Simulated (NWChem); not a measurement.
C₃H₃F; SMILES C=C=CF

```xyz
7

C      0.2287     1.8660     0.0000
C     -0.1207     0.6068     0.0000
C     -0.5093    -0.6400     0.0000
F      0.3586    -1.6815     0.0000
H      0.3837     2.4186    -0.9261
H      0.3837     2.4186     0.9261
H     -1.5462    -0.9624     0.0000
```
Atoms are numbered in this order, from 1.

Computed with NWChem. Geometry optimised at B3LYP/6-31G*; all other runs use it. Pople sets run with spherical d functions.

| quantity | level | value |
|---|---|---|
| vertical ionisation energy, ΔSCF (eV) | B3LYP/def2-SVP | [?] |
| anisotropy (bohr³), static | B3LYP/def2-SVPD | 35.1 |
| vertical, lowest excitation, singlet (eV) | B3LYP/def2-SVPD, TDA | [?] |
| cavity-dispersion-structure term (kcal/mol) in water | B3LYP/6-31G*, SMD | 4.2 |
| dipole (D) | B3LYP/6-31G* | [?] |
| highest harmonic frequency (cm⁻¹) | B3LYP/6-31G* | 3214 |

Q: Fill in the missing entries.

A: 
- vertical ionisation energy, ΔSCF (eV), value: 9.86
- vertical, lowest excitation, singlet (eV), value: 4.82
- dipole (D), value: 1.59
